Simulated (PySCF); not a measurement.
# Spinor energies of Ge (germanium, neutral)

Start: [Ar] 3d10 4s2 4p2; 4p3/2 filled at m_j = +1/2, +3/2. Calculated with PySCF 2.14 in x2c-SVPall-2c with one added diffuse shell each of s, p, d type (6s7p4d, 47 functions): generalised Hartree-Fock with the X2C-1e Hamiltonian and a Gaussian nucleus; one run each with spin-orbit coupling (SO) switched off, then screened by Boettger's factors. This is a chosen level, not necessarily the ground level.

```csv
spinor shell,electrons,"ε, spin-free (eV)","ε, screened SO (eV)",weight of nominal j (screened SO),"rms radius, screened SO (bohr)"
1s1/2,2,-11174.9,-11174.8,1.000,0.0542
2s1/2,2,-1453.1,-1453.1,1.000,0.227
2p1/2,2,-1265.5,-1287.3,1.000,0.201
2p3/2,4,-1265.5,-1254.9,1.000,0.204
3s1/2,2,-201.47,-201.50,1.000,0.668
3p1/2,2,-141.78,-144.89,0.999,0.695
3p3/2,4,-141.78,-140.30,1.000,0.704
3d3/2,4,-43.593,-44.005,0.993,0.814
3d5/2,6,-43.593,-43.367,0.995,0.819
4s1/2,2,-15.432,-15.450,0.999,2.36
4p3/2,2,-7.839,-7.815,0.784,3.12
```

| quantity | spin-free | screened SO |
| --- | --- | --- |
| E (hartree) | -2096.68518 | -2096.74458 |
| M_J | 2 | 2 |
| ⟨J²⟩ | 6.011 | 6.007 |
| ⟨L²⟩ | 2.007 | 2.052 |
| ⟨S²⟩ | 2.003 | 1.984 |

Each row is a mean over spinors that exchange with the open shell spreads, by up to 3.975 eV (4s1/2).

Rows whose weight is well below 1 are mixtures of j = l ± 1/2: exchange outweighs spin-orbit coupling there, and the label is only the starting occupation.

Without spin-orbit coupling the j labels of p, d and f shells carry no meaning; the spin-free column gives the mean over the occupied spinors of each nl shell.
